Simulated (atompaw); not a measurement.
**Before and after: PAW (atompaw) potential for F**

atompaw 4.2.0.5 input, output lines left out:

```
F 9
GGA-PBESOL loggrid 1500 logderivrange -4 5 226
2 2 0 0 0 0
2 1 5
0 0 0
c
v
v
2
1.70 1.35 1.40 1.35
y
-1.8
n
y
-0.05
n
y
0.45
y
1.45
n
custom rrkj gramschmidtortho sinc
3 1 troulliermartins
1.70
1.70
1.70
1.70
1.55
1.55
```

Change: reference 2s2 2p4; removed wave 3d channel at 1.45 Ry: rc 1.55 bohr.

Cutoffs: the cutoffs (Ry, on a coarse ladder) from which the occupation-weighted sum of valence levels, in a spherical-Bessel basis at the reference potential, stays within 10 and 1 mRy of its value at 400 Ry; they do not see the model core or the augmentation charge, which bear on the density cutoff.

Question: What does the change do?

Answer: The potential gets neither clearly harder nor softer (25 Ry and 40 Ry → 25 Ry and 40 Ry); the range in which the s phases agree narrows (upper end at the end of the scan → 2.0); the range in which the p phases agree narrows (upper end 4.2 → 2.2); neither file shows a bound ghost.

| quantity | base | changed |
| --- | --- | --- |
| cutoff, loose | 25 Ry | 25 Ry |
| cutoff, tight | 40 Ry | 40 Ry |
| bound ghosts | none | none |
| s: phases at 1.70 bohr within 0.05 rad from the reference energy up to (Ry; the scan ends near 5) | to the end of the scan | 2.0 |
| p: phases at 1.70 bohr within 0.05 rad from the reference energy up to (Ry; the scan ends near 5) | 4.2 | 2.2 |
| d: phases at 1.70 bohr within 0.05 rad from the reference energy up to (Ry; the scan ends near 5) | to the end of the scan | to the end of the scan |
| lowest overlap eigenvalue by channel | s 0.63, p 1.00, d 0.65 | s 0.04, p 0.22, d 1.00 |

 The cutoffs see the waves, projectors and local potential, not the compensation charge or the core.
